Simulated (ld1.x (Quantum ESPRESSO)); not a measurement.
**Scattering properties, RRKJ potential for P (Z = 15)**

```
Element                 : phosphorus
Generator               : ld1.x (Quantum ESPRESSO) 7.5
Type                    : norm-conserving RRKJ (Kleinman–Bylander form)
Functional              : LDA (PZ)
Relativity              : scalar-relativistic
Frozen core             : [Ne]
Valence charge          : 5
Reference configuration : 3s2 3p1 (charge +2)
Partial waves           : 3s (bound): rc 1.50 bohr; 3p (bound): rc 1.65 bohr
Local potential         : all-electron potential smoothed inside 1.55 bohr (lloc = -1)
Core correction         : Bessel-smoothed model core inside 1.55 bohr
rho0                    : 0.02
```

The phase is arctan(r·u′/u) with u = r·R(r), unwrapped; energies in Ry, scanned from -5 to 5 Ry. A pole is an energy at which the radial function vanishes at the test radius. The pseudo phase is shifted by a multiple of π to meet the all-electron one at the reference energy, and phase errors are pseudo minus all-electron; the curves can meet again beyond the range given. Levels narrower than the energy grid can be missing from the lists of poles.

Problem. For each channel, where are the poles, and over which energies does the pseudopotential scatter like the atom?

Solution.

```
channel  radius (bohr)  reference energy (Ry)  poles, all-electron  poles, pseudo  unbroken range about the reference energy with phases within 0.05 rad  phase error 1 Ry above the reference energy (rad)
      s           1.80                  -2.50                 0.78           0.46                                                              below 1.4                                             -0.005
      p           1.80                  -1.79                 1.81           1.60                                                              below 3.7                                             -0.005
```

Phases in the p channel:

```tsv
E (Ry)	all-electron	pseudo
-5.00	1.200	1.196
-4.74	1.178	1.174
-4.48	1.152	1.148
-4.22	1.122	1.118
-3.96	1.085	1.081
-3.70	1.039	1.035
-3.44	0.981	0.977
-3.18	0.906	0.902
-2.92	0.806	0.802
-2.66	0.668	0.665
-2.40	0.476	0.474
-2.14	0.213	0.212
-1.88	-0.114	-0.114
-1.62	-0.450	-0.450
-1.36	-0.732	-0.733
-1.10	-0.941	-0.944
-0.84	-1.091	-1.095
-0.58	-1.200	-1.206
-0.32	-1.281	-1.288
-0.06	-1.344	-1.352
0.20	-1.394	-1.403
0.46	-1.435	-1.445
0.72	-1.469	-1.480
0.98	-1.498	-1.511
1.24	-1.524	-1.538
1.50	-1.546	-1.562
1.76	-1.567	-1.585
2.02	-1.585	-1.606
2.28	-1.603	-1.626
2.54	-1.620	-1.646
2.80	-1.636	-1.666
3.06	-1.651	-1.686
3.32	-1.667	-1.707
3.58	-1.683	-1.729
3.84	-1.698	-1.754
4.10	-1.715	-1.781
4.36	-1.732	-1.812
4.62	-1.750	-1.848
4.88	-1.770	-1.893
```
